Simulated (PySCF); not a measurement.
**Excitation energy of Au²⁺ by level of theory**

Au²⁺ [Xe] 4f14 5d9 (2D) → Au²⁺ [Xe] 4f14 5d8 6s1 (4F), as a difference of total energies. All numbers are calculated (PySCF 2.14, the spin-free X2C one-electron Hamiltonian (Gaussian nucleus), in ANO-RCC-VTZP). Correlated levels: valence and next inner shell: [Kr] 4d10 4f14 frozen. The calculations carry no spin-orbit coupling.

```csv
method,excitation energy (eV)
UHF,3.803
MP2 (valence and next inner shell),4.122
SCS-MP2 (valence and next inner shell),4.243
CCSD (valence and next inner shell),4.090
CCSD(T) (valence and next inner shell),4.111
```

**Question.** How much does correlation contribute at CCSD(T) (valence and next inner shell)?

**Answer.** 4.111 − (3.803) = 0.308 eV, measured against UHF.

A first-order spin-orbit estimate (lowest level to lowest level, LS coupling) adds -0.382 eV.

The basis was made for the ground configuration and has no added diffuse functions, so the excitation energy can come out too high.
